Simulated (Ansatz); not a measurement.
Consider the hydrogenolysis of the Si–O bond: `N[SiH](O)[SiH2]F` + H₂ → `N[SiH2][SiH2]F` + H₂O.

Program: Ansatz. Geometries: PBE0-D4/def2-TZVP. ΔE: electronic, gas phase. CCSD(T)/CBS is the MP2 limit (def2-TZVPP, def2-QZVPP) plus CCSD(T) − MP2 in def2-TZVPP, frozen cores. This one scheme is used for every species. Functionals use def2-TZVPP. B3LYP here is the variant with VWN-RPA as its local correlation; programs differ in this. Each species was taken in one conformer, which may not be the lowest.

| level | ΔE (eV) |
| --- | --- |
| PBE-D4 | 0.85 |
| PBE0-D4 | 0.82 |
| ωB97X-V | 0.87 |
| ωB97M-V | 0.90 |
| B2PLYP | 0.88 |
| r2SCAN | 0.93 |
| B3LYP | 0.83 |
| CCSD/def2-TZVPP | 0.82 |

Q: What does CCSD(T)/CBS give? (Estimate.)

A: The calculation gave: +0.86 eV. The listed levels differ from it by -0.01, -0.04, 0.01, 0.04, 0.02, 0.07, -0.03, -0.04 eV.

Largest T1 diagnostic among the species: 0.012.

The D4 term adds +0.06 eV with B3LYP and +0.03 eV with PBE0; it sums over pairs of atoms, weighted by their polarisabilities, and B3LYP, whose exchange is more repulsive, gets the larger term. In def2-TZVPP, CCSD(T) changes the Hartree–Fock value by +0.09 eV (the triples alone add +0.03 eV) and MP2 by +0.16 eV.
